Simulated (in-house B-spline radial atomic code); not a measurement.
Values are calculated unless marked as measured or tabulated.
## Xe ion on Ti atom: potential, deflection and energy transfer

The pair potential comes from two frozen, spherical free-atom densities (PBE, B-spline radial code, scalar-relativistic past argon): electrostatics plus the change in Thomas-Fermi kinetic and Dirac exchange energy where they overlap, the recipe behind the universal ZBL potential, which averages such potentials (from solid-state densities) over many pairs. It is written V = (Z1 Z2 e²/r) φ(r/a), with e² = 14.3996 eV·Å and a = 0.46850 Å/(Z1^0.23 + Z2^0.23); ZBL's fit is φ = 0.18175 e^(−3.1998x) + 0.50986 e^(−0.94229x) + 0.28022 e^(−0.4029x) + 0.02817 e^(−0.20162x). Where φ falls below 4e-4 it is continued as an exponential.

Masses 131.29 and 47.87 u.

```csv
x = r/a,"φ, this pair","φ, ZBL"
0.1,0.8875,0.8928
0.5,0.6136,0.6096
1.5,0.3047,0.2995
3,0.1361,0.1292
5,0.05735,0.05224
8,0.01922,0.01705
12,0.005458,0.00474
17,0.001361,0.001212
```

Problem. At x = 6.5 the electrostatic, kinetic and exchange parts are -130.22, 1045.14 and -96.46 eV. Find r, V and φ.

Solution. a = 0.46850/(2.5029 + 2.0359) = 0.10322 Å, so r = 0.67093 Å. V = -130.22 + 1045.14 + (-96.46) = 818.46 eV. The bare repulsion is 54 × 22 × 14.3996/0.67093 = 25497 eV, so φ = 0.0321, +10.2 % against ZBL's 0.0291. The kinetic (Pauli) term is 128 % of V here, as the other two terms together attract.

Problem. The ion comes in at 62.03 keV with impact parameter 0.5161 Å. The scattering integral gives a centre-of-mass angle of 11.68° and a closest approach of 5.264 a. What are the reduced energy, the energy passed on and the laboratory angles?

Solution. ε = E a M2/(Z1 Z2 e² (M1 + M2)) = 62030 × 1.6122e-06 = 0.1. The most that one collision can pass on is γE with γ = 4 M1 M2/(M1 + M2)² = 0.7832. Here T = γE sin²(θ/2) = 0.7832 × 62030 × 0.01035 = 502.6 eV. The ion turns by arctan(sin θ/(cos θ + M1/M2)) = 3.1°, and the struck atom leaves at (180° − θ)/2 = 84.2°. The closest approach is 0.543 Å. With ZBL the angle would be 10.78° and T = 428.9 eV.
